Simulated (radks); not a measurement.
Question: Species: As2+. Configuration: [Ar] 3d10 4s2 4p1 (the NIST ground configuration). All-electron calculation, Dirac Kohn-Sham, LDA (Slater exchange, Perdew-Wang correlation), spin-unpolarised, spherical densities, point nucleus; open shells are shared between the two j in proportion to 2j + 1; speed of light set to 102.777 atomic units (0.75 times the physical value, a model run). Program: a radial shooting solver on a logarithmic mesh with Libxc functionals. Some entries of the table are withheld. Estimate them.

| orbital | occ. | eigenvalue (eV) | <r^2> (bohr^2) | r(max) (bohr) |
|---|---|---|---|---|
| 1s1/2 | 2 | -11860.82 | 0.002719 | (1) |
| 2s1/2 | 2 | -1537.472 | 0.04711 | 0.1676 |
| 2p1/2 | 2 | (2) | 0.03625 | 0.1313 |
| 2p3/2 | 4 | (3) | 0.03888 | 0.1368 |
| 3s1/2 | 2 | -216.1584 | 0.4024 | (4) |
| 3p1/2 | 2 | (5) | (6) | 0.5076 |
| 3p3/2 | 4 | (7) | (8) | 0.5231 |
| 3d3/2 | 4 | -62.2005 | 0.5725 | 0.4728 |
| 3d5/2 | 6 | -60.9070 | 0.5868 | 0.4778 |
| 4s1/2 | 2 | -34.2568 | 3.606 | 1.540 |
| 4p1/2 | 0.333333 | -23.4751 | 5.007 | 1.773 |
| 4p3/2 | 0.666667 | -22.7188 | 5.269 | 1.825 |

Answer: 
(1) 1s1/2 r(max) (bohr): 0.02907
(2) 2p1/2 eigenvalue (eV): -1376.349
(3) 2p3/2 eigenvalue (eV): -1309.691
(4) 3s1/2 r(max) (bohr): 0.5149
(5) 3p1/2 eigenvalue (eV): -162.2204
(6) 3p1/2 <r^2> (bohr^2): 0.4252
(7) 3p3/2 eigenvalue (eV): -152.9639
(8) 3p3/2 <r^2> (bohr^2): 0.4527
